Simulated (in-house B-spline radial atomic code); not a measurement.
A fraction x of an electron is added to 5s in Mo, starting from [Kr] 4d5 5s1 and keeping the highest spin. All numbers are computed (scalar-relativistic (X2C) RPBE, spin-polarised, spherical fractional occupations; Fermi nucleus of rms radius 4.4091 fm) with a radial B-spline atomic code at the basis-set limit, not measured.

| x | E(x) - E(0) (eV) | 5s down level (eV) |
| --- | --- | --- |
| 0 | 0.0000 | - |
| 0.1 | -0.2263 | -2.195 |
| 0.2 | ? | ? |
| 0.3 | ? | ? |
| 0.4 | -0.6548 | -0.766 |
| 0.5 | -0.7126 | -0.395 |
| 0.6 | -0.7347 | -0.051 |

Q: What belongs in the row x = 0.2?

A: An energy change of -0.4180 eV; 5s down at -1.645 eV.

Q: What belongs in the row x = 0.3?

A: An energy change of -0.5582 eV; 5s down at -1.173 eV.

Q: Check Janak's theorem between x = 0.4 and 0.5.

A: The slope of the energy is -0.58 eV; the orbital levels give -0.58 eV (ε of the filling orbital, averaged over the two points).

Q: Up to what added charge does this functional bind the extra electron?

A: The highest level rises by about 3.4 eV per electron near x = 0.6 and would reach zero near x = 0.61, so a whole extra electron isn't bound at the basis-set limit.
